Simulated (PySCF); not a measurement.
H₄O₄P, charge +1, singlet, at a GFN2-xTB geometry. Base run: B3LYP/6-31G in PySCF.

The PySCF input:
```python
from pyscf import gto, scf, dft

mol = gto.Mole()
mol.atom = '''
    O     0.35340302    1.40601937   -0.68702545
    P    -0.14892471    0.22206164   -0.05069727
    O    -0.43612894    0.14285940    1.46560672
    O    -1.14891758   -0.74359101   -0.70983484
    O     1.29229882   -0.97642049   -0.05329354
    H    -0.39084752    0.98346028    1.92529065
    H    -1.32370569   -0.58065029   -1.63908503
    H     2.17992160   -0.58838213   -0.15370842
    H     1.28325968   -1.77629082    0.50433873
'''
mol.basis = '6-31g'
mol.charge = 1
mol.verbose = 4
mol.build()

mf = dft.RKS(mol)
mf.xc = 'b3lyp'
mf.kernel()
mf.analyze()
```

Each row names what was changed in the base input (with any setting that the change needs).

```tsv
change	ΔE vs base (mEh)	fitting functions
base	0.000	-
auxbasis = even-tempered beta=3.0	___	___
auxbasis = even-tempered beta=2.0	-1.389	463
auxbasis = def2-svp-ri	___	___
auxbasis = even-tempered beta=1.6	___	___
exchange = seminumerical (SGX) (with mf = sgx.sgx_fit(mf, auxbasis='def2-universal-jfit'); with mf.with_df.dfj = True)	-0.232	291
auxbasis = default (with mf = mf.density_fit())	0.005	484
auxbasis = def2-universal-jkfit	-0.066	508
only_dfj = on; auxbasis = def2-universal-jfit	-0.233	291
auxbasis = def2-tzvp-ri	-12.919	477
```

Complete the blanks.


- auxbasis = even-tempered beta=3.0, ΔE vs base (mEh): -2.622
- auxbasis = even-tempered beta=3.0, fitting functions: 306
- auxbasis = def2-svp-ri, ΔE vs base (mEh): -416.4
- auxbasis = def2-svp-ri, fitting functions: 310
- auxbasis = even-tempered beta=1.6, ΔE vs base (mEh): -1.179
- auxbasis = even-tempered beta=1.6, fitting functions: 674

A fitting set is made for a task (jfit for Coulomb, jkfit for Coulomb and exchange, ri for correlation) and for a family of orbital bases.
